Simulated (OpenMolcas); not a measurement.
A calculation on O II.

```
Program             : OpenMolcas
Method              : XMS-RASPT2, IPEA 0.25 Eh, imaginary shift 0.1 Eh (closed shells correlated: 1s)
Basis               : ANO-RCC-VTZP [4s3p2d1f]
Scalar Hamiltonian  : DKH2, point nucleus
Active space        : 5 electrons in 9 orbitals (RAS2 2s 2p; RAS3 3d, at most 2 electrons)
State averaging     : 2S+1 = 4 odd, 1 root; 2S+1 = 2 odd, 8 roots; 2S+1 = 4 even, 3 roots; 2S+1 = 2 even, 9 roots
Spin-orbit coupling : RASSI with atomic mean-field integrals over the reference wave functions, term energies averaged over their components
```

**Question.** Which level of the active space comes out lowest?

**Answer.** 2s² 2p³ ⁴S°_3/2, with 100 % of that term; it is also the measured ground level.

**Question.** How high does 2s 2p⁴ ²P_3/2 lie?

**Answer.** 216070 cm⁻¹ above the lowest level; measured 212594 cm⁻¹ above the ground level, so the calculation is off by +2 %.

**Question.** How high does 2s 2p⁴ ²P_1/2 lie?

**Answer.** 216240 cm⁻¹ above the lowest level; measured 212762 cm⁻¹ above the ground level, so the calculation is off by +2 %.

**Question.** How high does 2s² 2p³ ²P°_1/2 lie?

**Answer.** 41610 cm⁻¹ above the lowest level; measured 40470 cm⁻¹ above the ground level, so the calculation is off by +3 %.

Measured values: NIST Handbook of Basic Atomic Spectroscopic Data.

Term energies are means over components that CASPT2 splits; among the terms shown or strongly mixed into the levels shown the widest spread is 20 cm-1 (2s 2p⁴ ²P). Active for correlation alone: 3d; no level in the range computed is led by a configuration that fills it, so any true level of that kind is missing. Measured partners are found by configuration, term and J. A level has none where our copy of the source lacks it or the pairing is in doubt (some pairs that miss far off the trend of their configuration count as doubtful), and it then counts in no deviation. Only configurations of the active space appear.

° marks odd parity.
